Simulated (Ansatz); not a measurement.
`CO[SiH2][SiH2]Cl` + `FC(F)N[SiH3]` → `[SiH3]N[SiH2][SiH2]Cl` + `COC(F)F`  (formal exchange of groups at the Si–O bond)

Program: Ansatz. Geometries: PBE0-D4/def2-TZVP. ΔE: electronic, gas phase. CCSD(T)/CBS is the MP2 limit (def2-TZVPP, def2-QZVPP) plus CCSD(T) − MP2 in def2-TZVPP, frozen cores. Functionals use def2-TZVPP. Each species was taken in one conformer, which may not be the lowest.

(1) Is it downhill or uphill in electronic energy at CCSD(T)/CBS, and by how much? (Best estimate.)

(2) What do these levels give: r2SCAN-D4, PBE0-D4, r2SCAN, HF/def2-TZVPP, HF/def2-QZVPP, HF/CBS(def2)? (An estimate is asked.)

Largest T1 diagnostic among the species: 0.012.

## Answers

(1) Computed: Uphill: ΔE = +4.8 kcal/mol.

(2) Ansatz gave: r2SCAN-D4 4.4, PBE0-D4 3.8, r2SCAN 4.7, HF/def2-TZVPP 6.8, HF/def2-QZVPP 6.9, HF/CBS(def2) 6.9 kcal/mol.

The D4 term adds −2.1 kcal/mol with B3LYP and −1.2 kcal/mol with PBE0; it sums over pairs of atoms, weighted by their polarisabilities, and B3LYP, whose exchange is more repulsive, gets the larger term. In def2-TZVPP, CCSD(T) changes the Hartree–Fock value by −2.3 kcal/mol (the triples alone add −0.5 kcal/mol) and MP2 by −1.9 kcal/mol.

B3LYP here is the variant with VWN-RPA as its local correlation; programs differ in this.
